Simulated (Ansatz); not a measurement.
Reaction: BPH3 (SMILES [BH]P, doublet) → BPH3 (SMILES B[PH], doublet)
Each species at its own B3LYP-D3(BJ)/def2-TZVP minimum (Ansatz, a program for electronic structure).

Total energies in hartree (Ansatz). UHF or UKS for unpaired electrons; spin-orbit terms are left out. Correlated methods leave the cores frozen. No relativity.

```tsv
species	HF/cc-pV(T+d)Z	CCSD(T)/cc-pV(T+d)Z	HF/cc-pV(Q+d)Z	CCSD(T)/cc-pV(Q+d)Z	CCSDT(Q)/cc-pV(T+d)Z
1: BPH3 (SMILES [BH]P, doublet)	-367.11326	-367.39529	-367.11820	-367.41518	-367.39733
2: BPH3 (SMILES B[PH], doublet)	-367.14503	-367.42510	-367.14992	-367.44409	-367.42701
```

Question: Work out the isomerisation energy (electronic) in kcal/mol: take Hartree-Fock from cc-pV(Q+d)Z, extrapolate the CCSD(T) correlation energy as X^-3 (X = 3, 4), and add CCSDT(Q) - CCSD(T) in cc-pV(T+d)Z. 1 hartree = 627.51 kcal/mol.

Answer: 
Species 1: correlation (64·(-0.29698) - 27·(-0.28203))/37 = -0.30789; step -0.00204; E1 = -367.11820 + (-0.30789) + (-0.00204) = -367.42813
Species 2: correlation (64·(-0.29417) - 27·(-0.28007))/37 = -0.30446; step -0.00191; E2 = -367.14992 + (-0.30446) + (-0.00191) = -367.45629
-1·E1 +1·E2 = -0.02816 hartree = -17.7 kcal/mol.
